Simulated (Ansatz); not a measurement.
Isolated molecules relaxed with PBE0-D4/def2-TZVP in Ansatz; ΔE leaves out vibrations. CBS: MP2 limit from def2 TZ/QZ plus the TZ coupled-cluster correction, frozen cores. This one scheme is used for every species. DFT in def2-TZVPP. No spin–orbit coupling; open shells (•) take unrestricted orbitals. For Br outer-core shells are correlated without core-valence functions, which leaves a few kJ/mol of doubt a bond. Scalar relativity is left out up to krypton. Each species was taken in one conformer, which may not be the lowest.

Consider the homolysis of the Al–O bond: `[NH2][Al]([OH])[Br]` → `[NH2][Al][Br]`• + `[OH]`•.

`[NH2][Al]([OH])[Br]`:

Z-matrix (Å, degrees):
```
N
Al 1 1.755
H 1 1.006 2 125.9
H 1 1.007 2 123.4 3 -180.0
O 2 1.686 1 124.3 3 -0.0
Br 2 2.245 1 118.5 3 -180.0
H 5 0.955 2 124.7 1 -0.1
```

`[NH2][Al][Br]`•:

```xyz
5

N    -0.528   -0.394    0.446
Al    0.019    0.120   -1.152
Br    1.912    1.391   -1.223
H    -0.058   -0.161    1.307
H    -1.345   -0.956    0.622
```

`[OH]`•:

Cartesian coordinates in Å:
```
O -0.182 -0.348 -0.287
H 0.182 0.348 0.287
```

| level | ΔE (kcal/mol) |
| --- | --- |
| BHLYP-D4 | 122.9 |
| r2SCANh | 123.8 |
| HF/def2-TZVPP | 95.9 |
| HF/def2-QZVPP | 96.2 |

Task: What does CCSD(T)/CBS give? (Best estimate.)

Result: Ansatz gave: +131.9 kcal/mol. The listed levels differ from it by -9.0, -8.1, -36.0, -35.7 kcal/mol.

Largest T1 diagnostic among the species: 0.011.

At CCSD(T), def2-SVP lies −9.3 kcal/mol from the extrapolated value and def2-TZVPP −3.6 kcal/mol: correlation converges slowly with the basis, and small sets miss more of it in the bonded molecule than in its fragments. From PBE to PBE0 (25 % exact exchange), in def2-TZVPP and without D4, ΔE moves by −1.5 kcal/mol: exact exchange takes away binding that semilocal exchange gives to molecules.
